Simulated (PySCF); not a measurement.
C$_{7}$H$_{7}$O (SMILES COc1c[c]ccc1), doublet, geometry from GFN2-xTB; MP2/STO-3G run with PySCF.

The PySCF input:
```python
from pyscf import gto, scf, mp

mol = gto.Mole()
mol.atom = '''
    C    -2.716194   -0.239227   -0.196280
    O    -1.715397    0.658536    0.218408
    C    -0.413272    0.280020    0.103941
    C     0.535554    1.223742    0.536245
    C     1.847612    0.893096    0.442369
    C     2.334543   -0.288597   -0.040288
    C     1.389812   -1.215968   -0.465534
    C     0.034520   -0.937684   -0.395314
    H    -3.661730    0.269258   -0.014366
    H    -2.687955   -1.168087    0.382767
    H    -2.630334   -0.472271   -1.262672
    H     0.186878    2.167977    0.923328
    H     3.389392   -0.505245   -0.094964
    H     1.718565   -2.168356   -0.856762
    H    -0.667093   -1.683854   -0.735421
'''
mol.basis = 'sto-3g'
mol.charge = 0
mol.spin = 1
mol.verbose = 4
mol.build()

mf = scf.UHF(mol)
mf.kernel()

pt = mp.MP2(mf, frozen=8)
pt.kernel()
print('E(MP2) = %.10f' % pt.e_tot)
```

**Question.** What does PySCF print? Leave out banner, timings and long lists.

**Answer.** 
```
PySCF version 2.14.0

[INPUT] verbose = 4
[INPUT] num. atoms = 15
[INPUT] num. electrons = 57
[INPUT] charge = 0
[INPUT] spin (= nelec alpha-beta = 2S) = 1
[INPUT] symmetry False subgroup None
[INPUT] Mole.unit = angstrom
[INPUT] Symbol           X                Y                Z      unit          X                Y                Z       unit  Magmom
[INPUT]  1 C     -2.716194000000  -0.239227000000  -0.196280000000 AA   -5.132862761187  -0.452073511601  -0.370915443730 Bohr   0.0
[INPUT]  2 O     -1.715397000000   0.658536000000   0.218408000000 AA   -3.241630524901   1.244452683167   0.412731303414 Bohr   0.0
[INPUT]  3 C     -0.413272000000   0.280020000000   0.103941000000 AA   -0.780970894951   0.529161109401   0.196420023113 Bohr   0.0
[INPUT]  4 C      0.535554000000   1.223742000000   0.536245000000 AA    1.012050384915   2.312537227127   1.013356185667 Bohr   0.0
[INPUT]  5 C      1.847612000000   0.893096000000   0.442369000000 AA    3.491480664460   1.687706842945   0.835956255998 Bohr   0.0
[INPUT]  6 C      2.334543000000  -0.288597000000  -0.040288000000 AA    4.411646896020  -0.545369290371  -0.076133286106 Bohr   0.0
[INPUT]  7 C      1.389812000000  -1.215968000000  -0.465534000000 AA    2.626364044634  -2.297846496235  -0.879731761673 Bohr   0.0
[INPUT]  8 C      0.034520000000  -0.937684000000  -0.395314000000 AA    0.065233345820  -1.771965951387  -0.747035193206 Bohr   0.0
[INPUT]  9 H     -3.661730000000   0.269258000000  -0.014366000000 AA   -6.919666842104   0.508823876848  -0.027147805506 Bohr   0.0
[INPUT] 10 H     -2.687955000000  -1.168087000000   0.382767000000 AA   -5.079498785155  -2.207364519665   0.723324799521 Bohr   0.0
[INPUT] 11 H     -2.630334000000  -0.472271000000  -1.262672000000 AA   -4.970610876132  -0.892462846574  -2.386104265157 Bohr   0.0
[INPUT] 12 H      0.186878000000   2.167977000000   0.923328000000 AA    0.353148238706   4.096882774356   1.744837043142 Bohr   0.0
[INPUT] 13 H      3.389392000000  -0.505245000000  -0.094964000000 AA    6.405022608792  -0.954774675806  -0.179455951693 Bohr   0.0
[INPUT] 14 H      1.718565000000  -2.168356000000  -0.856762000000 AA    3.247617177263  -4.097598980557  -1.619045533935 Bohr   0.0
[INPUT] 15 H     -0.667093000000  -1.683854000000  -0.735421000000 AA   -1.260623069614  -3.182022893753  -1.389744276254 Bohr   0.0

nuclear repulsion = 336.619567515225
number of shells = 31
number of NR pGTOs = 141
number of NR cGTOs = 47
basis = sto-3g
ecp = {}

******** <class 'pyscf.scf.uhf.UHF'> ********
method = UHF
initial guess = minao
damping factor = 0
level_shift factor = 0
DIIS = <class 'pyscf.scf.diis.CDIIS'>
diis_start_cycle = 1
diis_space = 8
diis_damp = 0
SCF conv_tol = 1e-09
SCF conv_tol_grad = None
SCF max_cycles = 50
direct_scf = True
direct_scf_tol = 1e-13
number electrons alpha = 29  beta = 28
Set gradient conv threshold to 3.16228e-05
init E= -342.158013310064

cycle= 1 E= -339.538955718425  delta_E= 2.62  |g|= 0.351  |ddm|= 3.78
cycle= 2 E= -339.639265633111  delta_E= -0.1  |g|= 0.125  |ddm|= 0.62
cycle= 3 E= -339.651927951513  delta_E= -0.0127  |g|= 0.0438  |ddm|= 0.202
cycle= 4 E= -339.654881393868  delta_E= -0.00295  |g|= 0.0191  |ddm|= 0.0991
cycle= 5 E= -339.655762895838  delta_E= -0.000882  |g|= 0.0167  |ddm|= 0.043
cycle= 6 E= -339.656748565694  delta_E= -0.000986  |g|= 0.0171  |ddm|= 0.0478
cycle= 7 E= -339.655679072428  delta_E= 0.00107  |g|= 0.0155  |ddm|= 0.0535
cycle= 8 E= -339.652777892599  delta_E= 0.0029  |g|= 0.00839  |ddm|= 0.221
cycle= 9 E= -339.6522643433  delta_E= 0.000514  |g|= 0.00381  |ddm|= 0.119
cycle= 10 E= -339.652208408699  delta_E= 5.59e-05  |g|= 0.00174  |ddm|= 0.0497
cycle= 11 E= -339.65220511138  delta_E= 3.3e-06  |g|= 0.000753  |ddm|= 0.0223
cycle= 12 E= -339.652206639718  delta_E= -1.53e-06  |g|= 0.00032  |ddm|= 0.00606
cycle= 13 E= -339.65220684216  delta_E= -2.02e-07  |g|= 0.000152  |ddm|= 0.00177
cycle= 14 E= -339.652206911755  delta_E= -6.96e-08  |g|= 5.99e-05  |ddm|= 0.00135
cycle= 15 E= -339.652206921676  delta_E= -9.92e-09  |g|= 2.98e-05  |ddm|= 0.000232
cycle= 16 E= -339.652206922663  delta_E= -9.86e-10  |g|= 1.52e-05  |ddm|= 0.000159
Extra cycle  E= -339.652206923097  delta_E= -4.35e-10  |g|= 1.13e-05  |ddm|= 3.19e-05
converged SCF energy = -339.652206923097  <S^2> = 0.84099236  2S+1 = 2.0890116

******** <class 'pyscf.mp.ump2.UMP2'> ********
nocc = (np.int64(21), np.int64(20)), nmo = (39, 39)
frozen orbitals 8
E(UMP2) = -340.060206530339  E_corr = -0.407999607241628
E(SCS-UMP2) = -340.07144110543  E_corr = -0.419234182333229
E_corr(same-spin) = -0.0811907842577588
E_corr(oppo-spin) = -0.326808822983869
E(MP2) = -340.0602065303
```
